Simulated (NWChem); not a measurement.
System: Si2NH5ClF; SMILES N[Si@@H](F)[SiH2]Cl

NWChem input:

```
start job
memory heap 200 mb stack 900 mb global 1100 mb
geometry units angstroms
  N     -1.963524     1.092208    -0.112813
  Si    -1.171385    -0.425568    -0.225983
  F     -1.691169    -0.982680    -1.649875
  Si     1.095912    -0.083467    -0.376298
  Cl     1.826232     0.467081     1.437413
  H     -1.744991     1.730010     0.633168
  H     -2.934814     1.168411    -0.370165
  H     -1.657887    -1.471910     0.679454
  H      1.837778    -1.292374    -0.748985
  H      1.529811     0.965303    -1.304757
end
basis spherical
  * library 6-31g*
end
dft
  xc b3lyp
  iterations 150
end
driver
  maxiter 120
end
task dft optimize
task dft freq
```

Parts of the log:

```
             Northwest Computational Chemistry Package (NWChem) 7.3.0
             --------------------------------------------------------

 C1  symmetry detected

                             Geometry "geometry" -> ""
                             -------------------------

 Output coordinates in angstroms (scale by  1.889725989 to convert to a.u.)

  No.       Tag          Charge          X              Y              Z
 ---- ---------------- ---------- -------------- -------------- --------------
    1 N                    7.0000     1.52719346    -1.52765935     0.50411651
    2 Si                  14.0000     0.12955647    -1.16039722    -0.42090510
    3 F                    9.0000    -0.85762332    -2.38624308    -0.05924834
    4 Si                  14.0000    -0.81442673     0.77715794     0.37598831
    5 Cl                  17.0000     0.31081728     2.37005918    -0.19191095
    6 H                    1.0000     2.28735549    -0.87243647     0.56634501
    7 H                    1.0000     1.87267809    -2.47387180     0.53174954
    8 H                    1.0000     0.26016128    -1.32397341    -1.87263412
    9 H                    1.0000    -2.15463832     1.02958860    -0.16329691
   10 H                    1.0000    -0.93301099     0.88484002     1.83357718

 Effective nuclear repulsion energy (a.u.)     360.0170732133

                                Z-matrix (autoz)
                                --------

 Units are Angstrom for bonds and degrees for angles

      Type          Name      I     J     K     L     M      Value
      ----------- --------  ----- ----- ----- ----- ----- ----------
    1 Stretch                  1     2                       1.71579
    2 Stretch                  1     6                       1.00550
    3 Stretch                  1     7                       1.00769
    4 Stretch                  2     3                       1.61494
    5 Stretch                  2     4                       2.29788
    6 Stretch                  2     8                       1.46674
    7 Stretch                  4     5                       2.03126
    8 Stretch                  4     9                       1.46653
    9 Stretch                  4    10                       1.46636
   10 Bend                     1     2     3               102.39923
   11 Bend                     1     2     4               109.15654
   12 Bend                     1     2     8               115.92538
   13 Bend                     2     1     6               120.64401
   14 Bend                     2     1     7               119.67292
   15 Bend                     2     4     5               109.67578
   16 Bend                     2     4     9               113.14323
   17 Bend                     2     4    10               116.09499
   18 Bend                     3     2     4               108.13512
   19 Bend                     3     2     8               101.03624
   20 Bend                     4     2     8               118.28519
   21 Bend                     5     4     9               105.57246
   22 Bend                     5     4    10               105.37399
   23 Bend                     6     1     7               110.54791
   24 Bend                     9     4    10               106.19955
   25 Torsion                  1     2     4     5          74.13556
   26 Torsion                  1     2     4     9        -168.29054
   27 Torsion                  1     2     4    10         -45.11641
   28 Torsion                  3     2     1     6        -172.69481
   29 Torsion                  3     2     1     7          43.49335
   30 Torsion                  3     2     4     5        -175.19534
   31 Torsion                  3     2     4     9         -57.62143
   32 Torsion                  3     2     4    10          65.55269
   33 Torsion                  4     2     1     6         -58.25435
   34 Torsion                  4     2     1     7         157.93380
   35 Torsion                  5     4     2     8         -61.30448
   36 Torsion                  6     1     2     8          78.35128
   37 Torsion                  7     1     2     8         -65.46056
   38 Torsion                  8     2     4     9          56.26943
   39 Torsion                  8     2     4    10         179.44356

                           NWChem Geometry Optimization
                           ----------------------------

 maximum gradient threshold         (gmax) =   0.000450
 rms gradient threshold             (grms) =   0.000300
 maximum cartesian step threshold   (xmax) =   0.001800
 rms cartesian step threshold       (xrms) =   0.001200
 fixed trust radius                (trust) =   0.300000
 source of zmatrix                         =   autoz

          -------------------
          Energy Minimization
          -------------------

 Using diagonal initial Hessian
 Scaling for Hessian diagonals: bonds = 1.00  angles = 0.25  torsions = 0.10

          --------
          Step   0

                                 NWChem DFT Module
                                 -----------------

 Summary of "ao basis" -> "ao basis" (spherical)
 ------------------------------------------------------------------------------
       Tag                 Description            Shells   Functions and Types
 ---------------- ------------------------------  ------  ---------------------
 N                           6-31g*                  6       14   3s2p1d
 Si                          6-31g*                  8       18   4s3p1d
 F                           6-31g*                  6       14   3s2p1d
 Cl                          6-31g*                  8       18   4s3p1d
 H                           6-31g*                  2        2   2s

            General Information
            -------------------
          SCF calculation type: DFT
          Wavefunction type:  closed shell.
          No. of atoms     :    10
          No. of electrons :    66
           Alpha electrons :    33
            Beta electrons :    33
          Charge           :     0
          Spin multiplicity:     1
          Use of symmetry is: off; symmetry adaption is: off
          Maximum number of iterations: 150
          AO basis - number of functions:    92
                     number of shells:    46
          Convergence on energy requested:  1.00D-06
          Convergence on density requested:  1.00D-05
          Convergence on gradient requested:  5.00D-04

              XC Information
              --------------
                         B3LYP Method XC Potential
                     Hartree-Fock (Exact) Exchange  0.200
                        Slater Exchange Functional  0.800 local
                    Becke 1988 Exchange Functional  0.720 non-local
              Lee-Yang-Parr Correlation Functional  0.810
                  VWN I RPA Correlation Functional  0.190 local

             Grid Information
             ----------------
          Grid used for XC integration:  medium
          Radial quadrature: Mura-Knowles
          Angular quadrature: Lebedev.
          Tag              B.-S. Rad. Rad. Pts. Rad. Cut. Ang. Pts.
          ---              ---------- --------- --------- ---------
          N                   0.65       49          11.0       434
          Si                  1.10       88          11.0       590
          F                   0.50       49          12.0       434
          Cl                  1.00       88          12.0       590
          H                   0.35       45          12.0       434
          Grid pruning is: on
          Number of quadrature shells:   587
          Spatial weights used:  Erf1

      Superposition of Atomic Density Guess
      -------------------------------------

 Sum of atomic energies:       -1193.24243072

      Non-variational initial energy
      ------------------------------

 Total energy =   -1194.881527
 1-e energy   =   -2368.892756
 2-e energy   =     813.994156
 HOMO         =      -0.299878
 LUMO         =       0.003267

[...]

      ----------------------
      Optimization converged
      ----------------------

  Step       Energy      Delta E   Gmax     Grms     Xrms     Xmax
  ---- ---------------- -------- -------- -------- -------- --------
@   29   -1196.90922920 -1.4D-07  0.00002  0.00001  0.00033  0.00101
                                     ok       ok       ok       ok

                                Z-matrix (autoz)
                                --------

 Units are Angstrom for bonds and degrees for angles

      Type          Name      I     J     K     L     M      Value     Gradient
      ----------- --------  ----- ----- ----- ----- ----- ---------- ----------
    1 Stretch                  1     2                       1.71326    0.00002
    2 Stretch                  1     6                       1.01346    0.00000
    3 Stretch                  1     7                       1.01326   -0.00000
    4 Stretch                  2     3                       1.62656   -0.00000
    5 Stretch                  2     4                       2.34632   -0.00002
    6 Stretch                  2     8                       1.48533   -0.00001
    7 Stretch                  4     5                       2.10107    0.00000
    8 Stretch                  4     9                       1.48678   -0.00001
    9 Stretch                  4    10                       1.48560   -0.00001
   10 Bend                     1     2     3               115.28608    0.00000
   11 Bend                     1     2     4               106.52924    0.00000
   12 Bend                     1     2     8               107.92018   -0.00000
   13 Bend                     2     1     6               120.65843   -0.00001
   14 Bend                     2     1     7               121.61788    0.00001
   15 Bend                     2     4     5               108.39061   -0.00000
   16 Bend                     2     4     9               111.22180   -0.00000
   17 Bend                     2     4    10               114.00519    0.00001
   18 Bend                     3     2     4               108.13844   -0.00001
   19 Bend                     3     2     8               106.02175    0.00000
   20 Bend                     4     2     8               113.13002   -0.00000
   21 Bend                     5     4     9               107.02057    0.00000
   22 Bend                     5     4    10               107.30076   -0.00000
   23 Bend                     6     1     7               111.62625    0.00000
   24 Bend                     9     4    10               108.60179   -0.00000
   25 Torsion                  1     2     4     5         -39.09194   -0.00000
   26 Torsion                  1     2     4     9          78.29601    0.00000
   27 Torsion                  1     2     4    10        -158.50671   -0.00000
   28 Torsion                  3     2     1     6         -75.35735    0.00000
   29 Torsion                  3     2     1     7          74.87553    0.00000
   30 Torsion                  3     2     4     5          85.38459    0.00000
   31 Torsion                  3     2     4     9        -157.22746    0.00000
   32 Torsion                  3     2     4    10         -34.03018    0.00000
   33 Torsion                  4     2     1     6          44.59889   -0.00000
   34 Torsion                  4     2     1     7        -165.16823   -0.00000
   35 Torsion                  5     4     2     8        -157.50187   -0.00000
   36 Torsion                  6     1     2     8         166.37583   -0.00000
   37 Torsion                  7     1     2     8         -43.39130   -0.00000
   38 Torsion                  8     2     4     9         -40.11392    0.00000
   39 Torsion                  8     2     4    10          83.08336    0.00000

                         Geometry "geometry" -> "geometry"
                         ---------------------------------

 Output coordinates in angstroms (scale by  1.889725989 to convert to a.u.)

[...]

 Rotational Constants
 --------------------
 A=   0.121355 cm-1  (  0.174599 K)
 B=   0.043480 cm-1  (  0.062557 K)
 C=   0.039532 cm-1  (  0.056877 K)

 Temperature                      =   298.15K
 frequency scaling parameter      =   1.0000

 Zero-Point correction to Energy  =   36.329 kcal/mol  (  0.057894 au)
 Thermal correction to Energy     =   41.307 kcal/mol  (  0.065827 au)
 Thermal correction to Enthalpy   =   41.899 kcal/mol  (  0.066771 au)

 Total Entropy                    =   89.328 cal/mol-K
   - Translational                =   40.458 cal/mol-K (mol. weight = 128.9633)
   - Rotational                   =   28.425 cal/mol-K (symmetry #  =        1)
   - Vibrational                  =   20.445 cal/mol-K

 Cv (constant volume heat capacity) =   26.894 cal/mol-K
   - Translational                  =    2.979 cal/mol-K
   - Rotational                     =    2.979 cal/mol-K
   - Vibrational                    =   20.935 cal/mol-K

[normal modes left out]

 ----------------------------------------------------------------------------
 Normal Eigenvalue ||           Projected Infra Red Intensities
  Mode   [cm**-1]  || [atomic units] [(debye/angs)**2] [(KM/mol)] [arbitrary]
 ------ ---------- || -------------- ----------------- ---------- -----------
    1        0.000 ||    0.000281           0.006         0.274       0.047
    2        0.000 ||    0.000577           0.013         0.563       0.096
    3        0.000 ||    0.000304           0.007         0.297       0.051
    4        0.000 ||    0.000044           0.001         0.043       0.007
    5        0.000 ||    0.000103           0.002         0.101       0.017
    6        0.000 ||    0.000160           0.004         0.156       0.027
    7       41.638 ||    0.002062           0.048         2.010       0.343
    8       87.943 ||    0.003320           0.077         3.236       0.552
    9      147.351 ||    0.002352           0.054         2.293       0.391
   10      249.889 ||    0.012027           0.277        11.724       1.999
   11      288.459 ||    0.016841           0.389        16.417       2.799
   12      350.531 ||    0.033785           0.779        32.935       5.616
   13      412.609 ||    0.047676           1.100        46.477       7.925
   14      447.900 ||    0.175433           4.047       171.021      29.160
   15      502.050 ||    0.043763           1.010        42.663       7.274
   16      526.749 ||    0.047382           1.093        46.191       7.876
   17      690.162 ||    0.021003           0.485        20.475       3.491
   18      691.690 ||    0.015706           0.362        15.311       2.611
   19      816.559 ||    0.236610           5.459       230.659      39.328
   20      841.702 ||    0.171572           3.958       167.257      28.518
   21      884.084 ||    0.047286           1.091        46.097       7.860
   22      914.064 ||    0.153601           3.544       149.738      25.531
   23      950.075 ||    0.198042           4.569       193.062      32.918
   24      960.801 ||    0.032945           0.760        32.116       5.476
   25     1625.606 ||    0.067062           1.547        65.375      11.147
   26     2248.296 ||    0.088299           2.037        86.078      14.677
   27     2264.122 ||    0.132845           3.065       129.503      22.081
   28     2268.274 ||    0.190659           4.399       185.864      31.690
   29     3560.595 ||    0.029107           0.672        28.375       4.838
   30     3653.454 ||    0.034045           0.785        33.189       5.659
 ----------------------------------------------------------------------------
```

Level: B3LYP/6-31G* (spherical d). B3LYP is NWChem's, with the RPA form of VWN correlation.
